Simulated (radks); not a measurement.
Neutral calcium inside a hard spherical wall (all orbitals vanish at R), configuration held at [Ar] 4s2 and not refilled when levels cross. Calculated with a radial shooting solver on a logarithmic mesh with Libxc functionals: non-relativistic Kohn-Sham, LDA (Slater exchange, Perdew-Wang correlation), spin-polarised, spherical densities, point nucleus. Eigenvalues in eV for spin up, with the zero of energy where the potential of the charges vanishes at infinity; a dash marks a level that is unbound or too diffuse for the functional's potential to be trusted. A positive occupied level is held by the wall or, in an anion where self-interaction has pushed it up, behind a barrier. The pressure on the wall is -dE/dV.

R (bohr),E (hartree),kinetic (hartree),e(2p),e(3s),e(3p),e(4s),"e(3d, empty)","e(4p, empty)",pressure (GPa)
free,-675.73530,674.655,-334.30,-46.425,-28.037,-3.850,-2.258,-1.455,0
15,-675.73529,674.655,-334.29,-46.423,-28.035,-3.848,-2.256,-1.447,0.000145
12,-675.73501,674.658,-334.26,-46.394,-28.006,-3.827,-2.230,-1.387,0.00487
10,-675.73313,674.674,-334.13,-46.264,-27.878,-3.730,-2.115,-1.188,0.0499
6,-675.63907,675.095,-331.76,-44.063,-25.721,-1.354,-0.085,2.393,5.88
4,-675.02510,677.090,-325.71,-39.071,-20.872,9.235,5.419,15.982,116
3.5,-674.45956,678.871,-321.71,-36.181,-18.002,17.735,8.973,26.005,301
3,-673.26755,682.603,-314.37,-31.245,-12.922,34.028,15.258,44.221,907
2,-662.74822,712.362,-270.47,0.086,20.910,146.64,53.627,159.29,14900
1.5,-637.56444,773.094,-208.40,64.345,88.021,358.36,117.59,361.94,94900
